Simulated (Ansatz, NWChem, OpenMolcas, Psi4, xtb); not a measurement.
# How methods differ on InClF2 (SMILES [F][In]([F])[Cl])

The species is InClF2 (4 atoms), meant as a singlet with charge 0. SMILES: `[F][In]([F])[Cl]`. The shape is that of a PBE0-D4/def2-TZVP optimisation.

Quantity: the vertical energy of the triplet above the singlet, in eV. The values are calculated.

```json
{"level": "GFN0-xTB", "kind": "semi-empirical", "program": "xtb", "value (eV)": "3.82", "CPU time (all runs)": "under 2 s"}
{"level": "HF/def2-SVP (core potential)", "kind": "Hartree–Fock", "program": "NWChem", "value (eV)": "5.44", "CPU time (all runs)": "39 s"}
{"level": "SVWN5/def2-SVP (core potential)", "kind": "LDA", "program": "Ansatz", "value (eV)": "4.47", "CPU time (all runs)": "21 s"}
{"level": "BLYP/def2-SVP (core potential)", "kind": "GGA", "program": "Psi4", "value (eV)": "4.44", "CPU time (all runs)": "82 s"}
{"level": "TPSS/def2-SVP (core potential)", "kind": "meta-GGA", "program": "OpenMolcas", "value (eV)": "4.65", "CPU time (all runs)": "81 s"}
{"level": "PBE0/def2-SVP (core potential)", "kind": "global hybrid", "program": "Ansatz", "value (eV)": "5.15", "CPU time (all runs)": "26 s"}
{"level": "TPSSh/def2-SVP (core potential)", "kind": "hybrid meta-GGA", "program": "Psi4", "value (eV)": "4.90", "CPU time (all runs)": "2.7 min"}
{"level": "CAM-B3LYP/def2-SVP (core potential)", "kind": "range-separated hybrid", "program": "Ansatz", "value (eV)": "5.29", "CPU time (all runs)": "32 s"}
{"level": "B2PLYP/def2-SVP (core potential, density fitting for correlation)", "kind": "double hybrid", "program": "Psi4", "value (eV)": "5.50", "CPU time (all runs)": "51 s"}
{"level": "CCSD/def2-SVP (core potential)", "kind": "coupled cluster or CI", "program": "Psi4", "value (eV)": "5.76", "CPU time (all runs)": "2.2 min"}
```

Spin-orbit coupling is left out. The values span 3.82 to 5.76 eV. GFN0-xTB: no spin polarisation, so open shells miss the exchange term that lowers them. A triplet this far above the singlet is often a Rydberg-like or dissociative state; sets without diffuse functions put Rydberg states too high. In the correlated wave-function rows the outer d shell of In is correlated, in sets not made for it. The second state's dipole differs much between rows, so they may not all be the same state. CPU times are rough (shared hosts, several kinds of processor and program).
